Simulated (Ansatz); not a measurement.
# Cost against result

Saddle point of C$_{2}$H$_{10}$Ge, closed shell (CH₆Ge ([CH3][GeH3]) + CH₄ → C₂H₈Ge ([CH3][GeH2][CH3]) + H₂; bonds formed: Ge1–C7, H2–H6; bonds broken: Ge1–H2, H6–C7), PBE0-D4/def2-TZVP structure:

| atom | x (Å) | y (Å) | z (Å) |
| --- | --- | --- | --- |
| Ge1 | -0.5975 | -0.4669 | -0.0876 |
| H2 | 1.0837 | -0.9400 | -0.8228 |
| H3 | -1.2174 | -1.4490 | -1.0938 |
| H4 | -1.7631 | 0.5348 | 0.2904 |
| C5 | 0.0955 | -1.0597 | 1.6340 |
| H6 | 0.7554 | 0.1515 | -0.9969 |
| C7 | 0.2286 | 1.4176 | -1.1162 |
| H8 | -0.7207 | -1.1055 | 2.3582 |
| H9 | 0.5802 | -2.0297 | 1.5373 |
| H10 | 0.8319 | -0.3343 | 1.9841 |
| H11 | 0.2234 | 2.0662 | -0.2401 |
| H12 | 1.1403 | 1.6119 | -1.6984 |
| H13 | -0.6401 | 1.6033 | -1.7479 |

Barriers are electronic and count from the start structure reached by relaxing down the imaginary mode.

Program: Ansatz 0.2.0. Basis: as named in each row. Cores are frozen in the correlated methods. Filled d shells of the heavier atoms are correlated. The def2 sets are not built for correlating such inner shells, so the correlated values are less sure here. B3LYP uses VWN-RPA correlation. Extrapolation: Hartree–Fock as exp(−7.88 √X), correlation as X^−2.97.

Times are rough, for one single point on 8 threads of a shared host (Arm Neoverse V1).

The estimate by CCSD(T) at an estimated basis limit (MP2 extrapolated from triple and quadruple zeta, plus CCSD(T) − MP2 in triple zeta) is 3.878 eV.

```csv
method,basis,time (s),barrier (eV),method less estimate
HF,STO-3G,under 1,7.285,3.407
PBE-D4,STO-3G,under 1,5.631,1.754
SPW92,def2-SVP,under 1,3.136,-0.742
B3LYP-D4,6-31G,under 1,4.047,0.169
PBE-D4,def2-SVP,under 1,3.425,-0.452
PBE0-D4,def2-SVP,under 1,3.666,-0.212
SPW92,def2-TZVPP,under 1,3.137,-0.741
PBE-D4,def2-TZVPP,1,3.421,-0.457
BLYP-D4,def2-TZVPP,1,3.631,-0.246
B3LYP-D4,def2-TZVPP,1,3.791,-0.087
BHLYP-D4,def2-TZVPP,1,4.029,0.151
PBE0-D4,def2-TZVPP,2,3.623,-0.255
CAM-B3LYP-D4,def2-TZVPP,2,3.913,0.035
wB97M-V,def2-SVP,2,3.839,-0.039
r2SCAN-D4,def2-TZVPP,2,3.601,-0.277
r2SCAN0-D4,def2-TZVPP,3,3.739,-0.139
B2PLYP,def2-TZVPP,3,3.893,0.015
RPA on PBE,def2-TZVPP,3,3.835,-0.043
PBE-QIDH,def2-TZVPP,3,3.800,-0.078
CCSD(T),def2-SVP,4,4.101,0.223
wB97X-V,def2-TZVPP,4,3.886,0.008
wB97M-V,def2-TZVPP,5,3.822,-0.056
B97M-V,def2-TZVPP,5,3.666,-0.212
MP2,def2-QZVPP,21,3.853,-0.025
CCSD(T),def2-TZVPP,95,3.860,-0.018
```

All methods are single points on the PBE0-D4 structures.

No T1 diagnostic of these runs exceeds 0.011.

Labels in which every atom is bracketed show which atoms are joined, not bond orders.
